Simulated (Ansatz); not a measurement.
Basis sets compared for the cluster P7S2⁺. Total charge 1; singlet. Geometry PBE-D4/def2-SVP. Ansatz on 4 threads of Arm Neoverse V1 on a shared host; times are rough, and most runs start from earlier orbitals.

Cartesian coordinates in Å:
```
P 1.466 1.403 0.524
P 0.305 2.274 -1.247
P -0.893 -2.231 -0.056
P -0.843 -0.449 -1.563
P -1.632 1.275 -0.390
P -0.452 0.977 1.522
P -0.373 -1.305 1.940
S 1.281 0.205 -1.371
S 1.141 -2.150 0.640
```

Another isomer (singlet) lies 0.38 eV lower at PBE0-D4/def2-TZVP; other spin states weren't run for this one.

| level | functions | energy (Eh) | HOMO (eV) | LUMO (eV) | wall time |
| --- | --- | --- | --- | --- | --- |
| PBE-D4/def2-SVP | 162 | -3183.3255 | -10.36 | -8.34 | 3 s |
| PBE0-D4/def2-SVP | 162 | -3183.5495 | -11.37 | -7.66 | 4.6 s |

**Question.** Estimate the rows for PBE-D4/def2-TZVP (with forces), PBE0-D4/def2-TZVP.

**Answer.** 
```csv
level,functions,energy (Eh),HOMO (eV),LUMO (eV),wall time
PBE-D4/def2-TZVP (with forces),333,-3184.4577,-10.12,-8.12,9 s
PBE0-D4/def2-TZVP,333,-3184.6770,-11.08,-7.40,25 s
```
